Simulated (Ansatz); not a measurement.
A geometry optimisation of C5H8OSi with B3LYP/def2-SVP

The starting geometry of this gas-phase singlet was optimised with GFN2-xTB; its bonds are those of `CO[SiH]1C=CC=C1`.

| atom | x (Å) | y (Å) | z (Å) |
| --- | --- | --- | --- |
| C | 1.1986 | 3.4740 | -1.5727 |
| C | -0.8048 | 0.5298 | -0.9137 |
| C | -0.2906 | -0.2323 | 0.0574 |
| C | 1.1240 | -0.5721 | -0.0717 |
| C | 1.7519 | -0.0837 | -1.1465 |
| O | 0.8787 | 2.4717 | -2.4939 |
| Si | 0.5307 | 0.9076 | -2.2065 |
| H | 2.1041 | 3.2191 | -1.0174 |
| H | 1.3653 | 4.3968 | -2.1300 |
| H | 0.3837 | 3.6245 | -0.8608 |
| H | 0.3010 | 0.4646 | -3.5704 |
| H | -1.8400 | 0.8299 | -0.9152 |
| H | -0.8476 | -0.5937 | 0.9111 |
| H | 1.5949 | -1.1809 | 0.6881 |
| H | 2.7938 | -0.2828 | -1.3380 |

Problem. Predict what becomes of its bonds when it is optimised with B3LYP/def2-SVP.

Solution. It keeps its bonds, and is `CO[SiH]1C=CC=C1`.

The energy falls by 0.16 eV over 10 steps:

```tsv
step	E − E(last) (eV)
1	0.164
2	0.017
3	0.003
4	0.001
5	0.001
6	0.001
7	0.000
8	0.000
9	0.000
10	0.000
```

Final geometry (Å):

| atom | x (Å) | y (Å) | z (Å) |
| --- | --- | --- | --- |
| C | 1.2027 | 3.4839 | -1.5656 |
| C | -0.8385 | 0.5653 | -0.9258 |
| C | -0.3057 | -0.2177 | 0.0374 |
| C | 1.1404 | -0.5634 | -0.0941 |
| C | 1.7947 | -0.0642 | -1.1652 |
| O | 0.8799 | 2.4896 | -2.5117 |
| Si | 0.5281 | 0.8929 | -2.1852 |
| H | 2.1182 | 3.2339 | -0.9980 |
| H | 1.3784 | 4.4315 | -2.0994 |
| H | 0.3850 | 3.6451 | -0.8388 |
| H | 0.2637 | 0.2940 | -3.5198 |
| H | -1.8899 | 0.8622 | -0.9190 |
| H | -0.8736 | -0.6079 | 0.8903 |
| H | 1.6090 | -1.2014 | 0.6646 |
| H | 2.8514 | -0.2712 | -1.3501 |

No frequencies were run, so the end isn't proven a minimum. Run with Ansatz 0.2.0, 38 s on 2 threads of Arm Neoverse V2, with other jobs on the host.
